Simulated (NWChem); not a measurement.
Species: InHSeCl₂; SMILES [In]([Cl])([SeH])[Cl]

```xyz
5

In     0.0108    -0.3833     0.0000
Cl     1.9649    -1.6591     0.0000
Cl    -2.0034    -1.5708     0.0000
Se     0.0457     2.1047     0.0000
H     -1.4276     2.1310     0.0000
```
Atoms are numbered in this order, from 1.

Computed with NWChem. The geometry was optimised at PBE0/def2-SVP. def2 effective core potentials on In; no spin-orbit coupling.

Task: Predict the results for B3LYP/def2-SVP (core potentials). Quantities: highest occupied level (eV); orbital gap (eV); dipole (D).

Result: 
| Property | Value |
|---|---|
| highest occupied level (eV) | -7.51 |
| orbital gap (eV) | 4.76 |
| dipole (D) | 2.10 |
